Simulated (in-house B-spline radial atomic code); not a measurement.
Ionisation energies with and without relativity, with size and susceptibility from the Dirac run. Dirac energy differences include first-order Breit, QED and recoil terms. NIST's values go from ground level to ground level; the uncertainty of those that are theory runs from under 0.1 % in few-electron ions to several per cent in heavy many-electron ones. Computed with a radial B-spline atomic code at the basis-set limit: non-relativistic Hartree-Fock and Dirac-Hartree-Fock, averages of the configuration (point nuclei without relativity, finite nuclei with it).

```json
{"ion": "Nb6+", "configuration": "[Ar] 3d10 4s2 4p5", "configuration after": "[Ar] 3d10 4s2 4p4", "ionisation non-relativistic (eV)": "119.08", "ionisation Dirac Breit and QED (eV)": "119.63", "tabulated value (eV)": "119.1", "tabulated kind": "measured", "radius at density 0.001 (bohr)": "2.62", "diamagnetic susceptibility (10⁻⁶ cm³/mol)": "-12.055"}
{"ion": "Mo6+", "configuration": "[Ar] 3d10 4s2 4p6", "configuration after": "[Ar] 3d10 4s2 4p5", "ionisation non-relativistic (eV)": "?", "ionisation Dirac Breit and QED (eV)": "?", "tabulated value (eV)": "?", "tabulated kind": "semi-empirical", "radius at density 0.001 (bohr)": "?", "diamagnetic susceptibility (10⁻⁶ cm³/mol)": "?"}
{"ion": "Tc6+", "configuration": "[Kr] 4d1", "configuration after": "[Ar] 3d10 4s2 4p6", "ionisation non-relativistic (eV)": "?", "ionisation Dirac Breit and QED (eV)": "?", "tabulated value (eV)": "?", "tabulated kind": "tabulated theory", "radius at density 0.001 (bohr)": "?", "diamagnetic susceptibility (10⁻⁶ cm³/mol)": "?"}
{"ion": "Ru6+", "configuration": "[Kr] 4d2", "configuration after": "[Kr] 4d1", "ionisation non-relativistic (eV)": "92.51", "ionisation Dirac Breit and QED (eV)": "91.69", "tabulated value (eV)": "93", "tabulated kind": "tabulated theory", "radius at density 0.001 (bohr)": "2.652", "diamagnetic susceptibility (10⁻⁶ cm³/mol)": "-13.495"}
{"ion": "Rh6+", "configuration": "[Kr] 4d3", "configuration after": "[Kr] 4d2", "ionisation non-relativistic (eV)": "96.56", "ionisation Dirac Breit and QED (eV)": "95.68", "tabulated value (eV)": "97", "tabulated kind": "tabulated theory", "radius at density 0.001 (bohr)": "2.644", "diamagnetic susceptibility (10⁻⁶ cm³/mol)": "-13.854"}
{"ion": "Pd6+", "configuration": "[Kr] 4d4", "configuration after": "[Kr] 4d3", "ionisation non-relativistic (eV)": "100.58", "ionisation Dirac Breit and QED (eV)": "99.66", "tabulated value (eV)": "101", "tabulated kind": "tabulated theory", "radius at density 0.001 (bohr)": "2.625", "diamagnetic susceptibility (10⁻⁶ cm³/mol)": "-14.116"}
{"ion": "Ag6+", "configuration": "[Kr] 4d5", "configuration after": "[Kr] 4d4", "ionisation non-relativistic (eV)": "104.60", "ionisation Dirac Breit and QED (eV)": "103.63", "tabulated value (eV)": "106", "tabulated kind": "tabulated theory", "radius at density 0.001 (bohr)": "2.599", "diamagnetic susceptibility (10⁻⁶ cm³/mol)": "-14.299"}
{"ion": "Cd6+", "configuration": "[Kr] 4d6", "configuration after": "[Kr] 4d5", "ionisation non-relativistic (eV)": "108.60", "ionisation Dirac Breit and QED (eV)": "107.58", "tabulated value (eV)": "105", "tabulated kind": "tabulated theory", "radius at density 0.001 (bohr)": "2.569", "diamagnetic susceptibility (10⁻⁶ cm³/mol)": "-14.421"}
{"ion": "In6+", "configuration": "[Kr] 4d7", "configuration after": "[Kr] 4d6", "ionisation non-relativistic (eV)": "112.61", "ionisation Dirac Breit and QED (eV)": "111.53", "tabulated value (eV)": "109", "tabulated kind": "tabulated theory", "radius at density 0.001 (bohr)": "2.537", "diamagnetic susceptibility (10⁻⁶ cm³/mol)": "-14.493"}
{"ion": "Sn6+", "configuration": "[Kr] 4d8", "configuration after": "[Kr] 4d7", "ionisation non-relativistic (eV)": "116.60", "ionisation Dirac Breit and QED (eV)": "115.47", "tabulated value (eV)": "112.9", "tabulated kind": "tabulated theory", "radius at density 0.001 (bohr)": "2.504", "diamagnetic susceptibility (10⁻⁶ cm³/mol)": "-14.524"}
{"ion": "Sb6+", "configuration": "[Kr] 4d9", "configuration after": "[Kr] 4d8", "ionisation non-relativistic (eV)": "?", "ionisation Dirac Breit and QED (eV)": "?", "tabulated value (eV)": "?", "tabulated kind": "tabulated theory", "radius at density 0.001 (bohr)": "?", "diamagnetic susceptibility (10⁻⁶ cm³/mol)": "?"}
{"ion": "Te6+", "configuration": "[Kr] 4d10", "configuration after": "[Kr] 4d9", "ionisation non-relativistic (eV)": "124.60", "ionisation Dirac Breit and QED (eV)": "123.34", "tabulated value (eV)": "124.2", "tabulated kind": "measured", "radius at density 0.001 (bohr)": "2.438", "diamagnetic susceptibility (10⁻⁶ cm³/mol)": "-14.495"}
{"ion": "I6+", "configuration": "[Kr] 4d10 5s1", "configuration after": "[Kr] 4d10", "ionisation non-relativistic (eV)": "83.07", "ionisation Dirac Breit and QED (eV)": "85.90", "tabulated value (eV)": "87.61", "tabulated kind": "semi-empirical", "radius at density 0.001 (bohr)": "2.845", "diamagnetic susceptibility (10⁻⁶ cm³/mol)": "-15.982"}
{"ion": "Xe6+", "configuration": "[Kr] 4d10 5s2", "configuration after": "[Kr] 4d10 5s1", "ionisation non-relativistic (eV)": "86.62", "ionisation Dirac Breit and QED (eV)": "89.61", "tabulated value (eV)": "91.6", "tabulated kind": "semi-empirical", "radius at density 0.001 (bohr)": "2.951", "diamagnetic susceptibility (10⁻⁶ cm³/mol)": "-17.228"}
```

Question: Fill in the row of Mo6+.

Answer: ionisation non-relativistic (eV): 124.81; ionisation Dirac Breit and QED (eV): 125.43; tabulated value (eV): 125.638; radius at density 0.001 (bohr): 2.58; diamagnetic susceptibility (10⁻⁶ cm³/mol): -12.365.

Question: Fill in the row of Tc6+.

Answer: ionisation non-relativistic (eV): 88.45; ionisation Dirac Breit and QED (eV): 87.67; tabulated value (eV): 88; radius at density 0.001 (bohr): 2.636; diamagnetic susceptibility (10⁻⁶ cm³/mol): -13.01.

Question: Fill in the row of Sb6+.

Answer: ionisation non-relativistic (eV): 120.60; ionisation Dirac Breit and QED (eV): 119.40; tabulated value (eV): 117; radius at density 0.001 (bohr): 2.471; diamagnetic susceptibility (10⁻⁶ cm³/mol): -14.523.
